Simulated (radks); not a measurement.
All-electron atom: Ti+ in [Ar] 3d2 4s1.

Calculated with a radial shooting solver on a logarithmic mesh with Libxc functionals: Dirac Kohn-Sham, LDA (Slater exchange, Perdew-Zunger correlation), spin-unpolarised, spherical densities, finite nucleus; open shells fill j = l - 1/2 first; Fermi nuclear charge, rms radius 3.5921 fm.

Energy parts (eV):
part                      energy
total                 -23169.237
kinetic                23382.431
electron-nucleus      -55018.870
Hartree                 9552.532
exchange-correlation   -1085.329

Orbitals (lengths in bohr, moments of r in powers of bohr; r(90%) holds 90 % of the orbital's charge):
orbital  occ.  eigenvalue (eV)  r(90%)   <1/r>      <r>
1s1/2       2        -4862.685   0.125   21.76  0.06973
2s1/2       2        -542.6466   0.507   4.546   0.3257
2p1/2       2        -455.0128   0.475   4.487   0.2885
2p3/2       4        -449.2551   0.479   4.430   0.2912
3s1/2       2         -69.5989    1.51   1.399    1.009
3p1/2       2         -46.5709    1.67   1.274    1.082
3p3/2       4         -45.9059    1.68   1.262    1.090
3d3/2       2         -11.6567    2.65  0.8952    1.517
3d5/2       0         -11.6077    2.66  0.8925    1.521
4s1/2       1         -10.5966    4.66  0.4137    3.158

The highest occupied level is 4s1/2 at -10.597 eV. The configuration is held as typed, so some empty levels lie below it. The electron density at the nucleus is 8441 e/bohr^3. Summed over all electrons, <r^2> = 28.99 bohr^2, which gives a Langevin (diamagnetic) susceptibility term of -23 x 10^-6 cm^3/mol.
